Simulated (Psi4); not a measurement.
H₂Se₂, singlet, at a GFN2-xTB geometry, atoms displaced at random by about 0.03 Å a coordinate; Psi4 1.11 with PBE0/STO-3G, gradient.

Psi4 was given this input:
```
memory 2 GB

molecule mol {
0 1
Se    0.153817   -0.855644    0.723020
H     0.547069   -1.847486   -0.340884
Se   -0.231814    0.865281   -0.742008
H    -1.071421    1.496569    0.148028
symmetry c1
no_reorient
no_com
}

set {
  basis sto-3g
  reference rks
}

gradient('pbe0')
print_variables()
```

The log (banner, timings and long lists left out):

```
gradient() will perform analytic gradient computation.

   => Loading Basis Set <=

    Name: STO-3G
    Role: ORBITAL
    Keyword: BASIS

         ---------------------------------------------------------
                                   SCF
               by Justin Turney, Rob Parrish, Andy Simmonett
                          and Daniel G. A. Smith
                              RKS Reference
         ---------------------------------------------------------

  ==> Geometry <==

    Molecular point group: c1
    Full point group: C1

    Geometry (in Angstrom), charge = 0, multiplicity = 1:

       Center              X                  Y                   Z               Mass
    ------------   -----------------  -----------------  -----------------  -----------------
         SE           0.153817000000    -0.855644000000     0.723020000000    79.916521800000
         H            0.547069000000    -1.847486000000    -0.340884000000     1.007825032230
         SE          -0.231814000000     0.865281000000    -0.742008000000    79.916521800000
         H           -1.071421000000     1.496569000000     0.148028000000     1.007825032230

  Running in c1 symmetry.

  Rotational constants: A =      3.85001  B =      0.07891  C =      0.07762 [cm^-1]
  Rotational constants: A = 115420.30445  B =   2365.67930  C =   2326.86224 [MHz]
  Nuclear repulsion =  304.903879639317381

  Charge       = 0
  Multiplicity = 1
  Electrons    = 70
  Nalpha       = 35
  Nbeta        = 35

  ==> Algorithm <==

  SCF Algorithm Type is DF.
  DIIS enabled.
  MOM disabled.
  Fractional occupation disabled.
  Guess Type is SAD.
  Energy threshold   = 1.00e-08
  Density threshold  = 1.00e-08
  Integral threshold = 1.00e-12

  ==> Primary Basis <==

  Basis Set: STO-3G
    Blend: STO-3G
    Number of shells: 18
    Number of basis functions: 38
    Number of Cartesian functions: 40
    Spherical Harmonics?: true
    Max angular momentum: 2

  ==> DFT Potential <==

   => LibXC <=

    Version 7.1.2
    S. Lehtola, C. Steigemann, M. J. T. Oliveira, and M. A. L. Marques,  SoftwareX 7, 1–5 (2018) (10.1016/j.softx.2017.11.002)

   => Composite Functional: PBE0 <=

    PBE0 Hyb-GGA Exchange-Correlation Functional

    C. Adamo and V. Barone,  J. Chem. Phys. 110, 6158 (1999) (10.1063/1.478522)
    M. Ernzerhof and G. E. Scuseria,  J. Chem. Phys. 110, 5029 (1999) (10.1063/1.478401)

    Deriv               =              1
    GGA                 =           TRUE
    Meta                =          FALSE

    Exchange Hybrid     =           TRUE
    MP2 Hybrid          =          FALSE

   => Exchange Functionals <=

    0.7500   Perdew, Burke & Ernzerhof

   => Exact (HF) Exchange <=

    0.2500               HF

   => Correlation Functionals <=

    1.0000   Perdew, Burke & Ernzerhof

   => LibXC Density Thresholds  <==

    XC_HYB_GGA_XC_PBEH:  1.00E-15

   => Molecular Quadrature <=

    Radial Scheme          =       TREUTLER
    Pruning Scheme         =           NONE
    Nuclear Scheme         =       TREUTLER

    Blocking Scheme        =         OCTREE
    BS radius alpha        =              1
    Pruning alpha          =              1
    Radial Points          =             75
    Spherical Points       =            302
    Total Points           =          82934
    Total Blocks           =            697
    Max Points             =            256
    Max Functions          =             36
    Weights Tolerance      =       1.00E-15

   => Loading Basis Set <=

    Name: (STO-3G AUX)
    Role: JKFIT
    Keyword: DF_BASIS_SCF

  ==> Integral Setup <==

  SCF_SUBTYPE=INCORE selected. In-core MEM_DF algorithm will be used.
  Using in-core AOs.

  ==> MemDFJK: Density-Fitted J/K Matrices <==

    J tasked:                   Yes
    K tasked:                   Yes
    wK tasked:                   No
    Algorithm:                 Core
    Schwarz Cutoff:           1E-12
    Mask sparsity (%):      15.9280
    Fitting Condition:        1E-10

   => Auxiliary Basis Set <=

  Basis Set: (STO-3G AUX)
    Blend: DEF2-UNIVERSAL-JKFIT
    Number of shells: 132
    Number of basis functions: 568
    Number of Cartesian functions: 782
    Spherical Harmonics?: true
    Max angular momentum: 5

  Minimum eigenvalue in the overlap matrix is 3.0646533658E-01.
  Reciprocal condition number of the overlap matrix is 1.6610306482E-01.
    Using symmetric orthogonalization.

  ==> Pre-Iterations <==

  SCF Guess: Superposition of Atomic Densities via on-the-fly atomic UHF (no occupation information).

   -------------------------
    Irrep   Nso     Nmo
   -------------------------
     A         38      38
   -------------------------
    Total      38      38
   -------------------------

  ==> Iterations <==

                           Total Energy        Delta E     RMS |[F,P]|

   @DF-RKS iter SAD: -4747.20630228313530   -4.74721e+03   0.00000e+00
   @DF-RKS iter   1: -4750.39591934370947   -3.18962e+00   1.04974e-02 DIIS/ADIIS
   @DF-RKS iter   2: -4750.49070915114316   -9.47898e-02   3.41804e-03 DIIS/ADIIS
   @DF-RKS iter   3: -4750.50890437887756   -1.81952e-02   6.71406e-04 DIIS/ADIIS
   @DF-RKS iter   4: -4750.50960866721562   -7.04288e-04   1.36197e-04 DIIS/ADIIS
   @DF-RKS iter   5: -4750.50963776895151   -2.91017e-05   1.13004e-05 DIIS
   @DF-RKS iter   6: -4750.50963801964917   -2.50698e-07   1.94336e-06 DIIS
   @DF-RKS iter   7: -4750.50963802824936   -8.60018e-09   1.71048e-07 DIIS
   @DF-RKS iter   8: -4750.50963802831211   -6.27551e-11   7.84770e-09 DIIS
  Energy and wave function converged.

  ==> Post-Iterations <==

   Electrons on quadrature grid:
      Ntotal   =   70.0000056210 ; deviation = 5.621e-06

    Orbital Energies [Eh]
    ---------------------

    Doubly Occupied:

[...]
    Virtual:

[...]
    Final Occupation by Irrep:
              A
    DOCC [    35 ]
    NA   [    35 ]
    NB   [    35 ]

  @DF-RKS Final Energy: -4750.50963802831211

   => Energetics <=

    Nuclear Repulsion Energy =            304.9038796393173811
    One-Electron Energy =               -7259.1610209197524455
    Two-Electron Energy =                2336.3304955004027761
    DFT Exchange-Correlation Energy =    -132.5829922482800214
    Empirical Dispersion Energy =           0.0000000000000000
    VV10 Nonlocal Energy =                  0.0000000000000000
    Total Energy =                      -4750.5096380283130202

Computation Completed

Properties will be evaluated at   0.000000,   0.000000,   0.000000 [a0]

Properties computed using the SCF density matrix

 Multipole Moments:

 ------------------------------------------------------------------------------------
     Multipole            Electronic (a.u.)      Nuclear  (a.u.)        Total (a.u.)
 ------------------------------------------------------------------------------------

 L = 1.  Multiply by 2.5417464519 to convert [e a0] to [Debye]
 Dipole X            :          5.8325009           -6.0022426           -0.1697417
 Dipole Y            :         -0.0616949           -0.0439531           -0.1056481
 Dipole Z            :          1.5459724           -1.5844371           -0.0384647
 Magnitude           :                                                    0.2036008

 ------------------------------------------------------------------------------------

         ------------------------------------------------------------
                                   SCF GRAD
                          Rob Parrish, Justin Turney,
                       Andy Simmonett, and Alex Sokolov
         ------------------------------------------------------------

  ==> Geometry <==

    Molecular point group: c1
    Full point group: C1

    Geometry (in Angstrom), charge = 0, multiplicity = 1:

       Center              X                  Y                   Z               Mass
    ------------   -----------------  -----------------  -----------------  -----------------
         SE           0.153817000000    -0.855644000000     0.723020000000    79.916521800000
         H            0.547069000000    -1.847486000000    -0.340884000000     1.007825032230
         SE          -0.231814000000     0.865281000000    -0.742008000000    79.916521800000
         H           -1.071421000000     1.496569000000     0.148028000000     1.007825032230

  Nuclear repulsion =  304.903879639317381

  ==> Basis Set <==

  Basis Set: STO-3G
    Blend: STO-3G
    Number of shells: 18
    Number of basis functions: 38
    Number of Cartesian functions: 40
    Spherical Harmonics?: true
    Max angular momentum: 2

  ==> DFJKGrad: Density-Fitted SCF Gradients <==

    Gradient:                    1
    J tasked:                  Yes
    K tasked:                  Yes
    wK tasked:                  No
    Integrals threads:           1
    Schwarz Cutoff:          1E-12
    Fitting Condition:       1E-10

   => Auxiliary Basis Set <=

  Basis Set: (STO-3G AUX)
    Blend: DEF2-UNIVERSAL-JKFIT
    Number of shells: 132
    Number of basis functions: 568
    Number of Cartesian functions: 782
    Spherical Harmonics?: true
    Max angular momentum: 5

  ==> DFT Potential <==

   => LibXC <=

    Version 7.1.2
    S. Lehtola, C. Steigemann, M. J. T. Oliveira, and M. A. L. Marques,  SoftwareX 7, 1–5 (2018) (10.1016/j.softx.2017.11.002)

   => Composite Functional: PBE0 <=

    PBE0 Hyb-GGA Exchange-Correlation Functional

    C. Adamo and V. Barone,  J. Chem. Phys. 110, 6158 (1999) (10.1063/1.478522)
    M. Ernzerhof and G. E. Scuseria,  J. Chem. Phys. 110, 5029 (1999) (10.1063/1.478401)

    Deriv               =              1
    GGA                 =           TRUE
    Meta                =          FALSE

    Exchange Hybrid     =           TRUE
    MP2 Hybrid          =          FALSE

   => Exchange Functionals <=

    0.7500   Perdew, Burke & Ernzerhof

   => Exact (HF) Exchange <=

    0.2500               HF

   => Correlation Functionals <=

    1.0000   Perdew, Burke & Ernzerhof

   => LibXC Density Thresholds  <==

    XC_HYB_GGA_XC_PBEH:  1.00E-15

   => Molecular Quadrature <=

    Radial Scheme          =       TREUTLER
    Pruning Scheme         =           NONE
    Nuclear Scheme         =       TREUTLER

    Blocking Scheme        =         OCTREE
    BS radius alpha        =              1
    Pruning alpha          =              1
    Radial Points          =             75
    Spherical Points       =            302
    Total Points           =          82934
    Total Blocks           =            697
    Max Points             =            256
    Max Functions          =             36
    Weights Tolerance      =       1.00E-15

  -Total Gradient:
     Atom            X                  Y                   Z
    ------   -----------------  -----------------  -----------------
       1       -0.012891553278     0.038844881856    -0.009637053940
       2        0.007408520490    -0.014717287576    -0.012608900850
       3       -0.027925161059    -0.000729494966     0.054787468997
       4        0.033356237733    -0.023386839157    -0.032498622824

  Variable Map:
  ----------------------------------------------------------------------------
[...]
  Array Variable Map:
  ----------------------------------------------------------------------------
[...]
[...]
```
